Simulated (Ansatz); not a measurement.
Start from `Cl[SiH]1BCO1` and change one atom or group to get `B1CO[SiH2]1`.

Ansatz, PBE0-D4/def2-TZVP geometries, multiplicity 1. 

| property | `Cl[SiH]1BCO1` |
| --- | --- |
| size of the dipole moment (B3LYP/def2-TZVPP) / D | 2.37 |
| HOMO–LUMO gap (B3LYP/def2-TZVPP) / eV | 4.79 |
| HOMO–LUMO gap (ωB97M-V/def2-TZVPP) / eV | 9.31 |
| HOMO energy (ωB97M-V/def2-TZVPP) / eV | -9.91 |
| HOMO energy (PBE/def2-TZVPP) / eV | -6.57 |
| HOMO energy (B3LYP/def2-TZVPP) / eV | -7.60 |

(1) What does the change do to each property? (An estimate is asked.)

## Answers

(1) The calculation gave: 
```csv
property,`B1CO[SiH2]1`,shift
size of the dipole moment (B3LYP/def2-TZVPP) / D,1.59,-0.78
HOMO–LUMO gap (B3LYP/def2-TZVPP) / eV,5.00,0.21
HOMO–LUMO gap (ωB97M-V/def2-TZVPP) / eV,9.53,0.22
HOMO energy (ωB97M-V/def2-TZVPP) / eV,-9.82,0.09
HOMO energy (PBE/def2-TZVPP) / eV,-6.48,0.09
HOMO energy (B3LYP/def2-TZVPP) / eV,-7.49,0.11
```

With PBE0 the HOMO rises by 0.11 eV and the LUMO rises by 0.33 eV, so the gap widens by about 0.22 eV. PBE moves the HOMO by 0.09 eV and ωB97M-V by 0.09 eV. Dipoles are sizes alone; their direction can turn.

B3LYP here is the variant with VWN-RPA as its local correlation; programs differ in this.
